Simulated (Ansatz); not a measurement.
A calculation with Ansatz (development build ahead of 0.2.0).

```yaml
crystal:
  periodic: [false, false, false]
  atoms:
    - { symbol: B, position_ang: [-0.63743, -0.13678, 0.48934] }
    - { symbol: F, position_ang: [0.32784, -0.73572, 1.08321] }
    - { symbol: F, position_ang: [1.3338, 0.33151, -1.04155] }
    - { symbol: F, position_ang: [-1.31302, 0.52613, -0.31543] }
basis:
  gaussian: { orbitals: def2-SVP }
total_charge: 1
magnetization:
  spin_polarized: true
  initial_magnetization: 1
hamiltonian:
  xc: hf
correlation:
  method: mp2
  frozen_orbitals: { B: 1, F: 1 }
output:
  forces: true
```

The input is written out in the form of the current development build from the run's settings.

Output:

```
Converged                       : yes
Reference energy                : -322.40452 hartree
Correlation energy              : -0.57867 hartree
Total energy                    : -322.98319 hartree
Spin squared of the determinant : 0.753
Stability test                  : minimum
```

Forces (eV/Å):
| atom | Fx | Fy | Fz |
| --- | --- | --- | --- |
| B1 | 2.913 | -0.680 | -0.015 |
| F2 | -2.660 | 1.025 | -0.632 |
| F3 | 0.085 | 0.070 | -0.147 |
| F4 | -0.339 | -0.415 | 0.794 |
